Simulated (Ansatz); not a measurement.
Total energies of Sn₁₇AsH₂₈⁻ from Ansatz at PBE0-D4/def2-SVP, gas phase (1 Eh = 27.2114 eV = 2625.5 kJ/mol). The reference geometry is relaxed at PBE-D4/def2-SVP.

Cartesian coordinates in Å:
```
Sn -4.408 -1.394 0.311
Sn -3.889 3.096 0.426
Sn -0.183 -3.638 1.428
As -0.753 -0.070 1.085
Sn 4.040 -3.365 1.054
Sn 1.674 -3.128 -0.628
Sn 3.092 0.950 2.806
Sn -1.919 0.170 -3.227
Sn 1.978 1.678 -1.691
Sn 0.237 4.397 1.730
Sn -2.963 -3.735 0.944
Sn -2.716 0.713 -0.549
Sn -2.060 5.233 0.335
Sn -1.106 -2.580 -2.751
Sn 1.107 1.814 0.979
Sn 5.021 -0.791 1.704
Sn 2.631 -1.016 -2.233
Sn -0.103 2.335 -3.478
H -5.655 -1.837 -0.823
H -5.265 -0.967 1.777
H -4.367 2.929 2.096
H -5.348 3.533 -0.429
H 0.237 -2.740 2.857
H 0.272 -5.296 1.820
H -1.406 0.481 2.372
H 3.863 -4.118 2.626
H 5.450 -4.164 0.383
H 1.813 -4.586 -1.582
H 2.277 0.224 4.167
H 3.859 2.380 3.460
H -3.340 0.746 -4.098
H 3.452 2.599 -1.873
H -0.151 4.382 3.431
H 1.539 5.549 1.571
H -3.608 -4.411 2.429
H -3.207 -4.976 -0.248
H -2.692 6.712 1.018
H -1.630 5.607 -1.306
H -2.852 -2.847 -2.371
H -1.286 -3.020 -4.478
H 5.609 0.061 0.302
H 6.365 -0.772 2.823
H 4.371 -1.215 -2.225
H 2.118 -1.390 -3.858
H -0.715 3.909 -3.035
H 0.620 2.557 -5.055
```

```json
{"state": "charge -1 singlet", "geometry": "reference", "energy (Eh)": "-5895.74825"}
{"state": "charge 0 doublet", "geometry": "reference", "energy (Eh)": "-5895.59659"}
{"state": "charge -1 triplet", "geometry": "relaxed at PBE-D4/def2-SVP", "energy (Eh)": "-5895.70141"}
```

In the def2 sets Sn takes a core potential; there is no spin–orbit coupling. Single mean-field runs in def2-SVP are fitted with def2-universal-jkfit.

(1) Work out the vertical ionisation energy to the doublet.

(2) Which of the charge -1 states is lowest, and how far above it are the others?

(1) E(charge 0 doublet) − E(charge -1 singlet) = -5895.59659 − (-5895.74825) = 0.15166 Eh = 4.13 eV. For comparison, −ε of the highest occupied level is 3.10 eV at this level, 1.03 eV less.

(2) The singlet. triplet: -5895.70141 − (-5895.74825) = 0.04684 Eh = 123.0 kJ/mol. The triplet differs in its bonds from the reference.
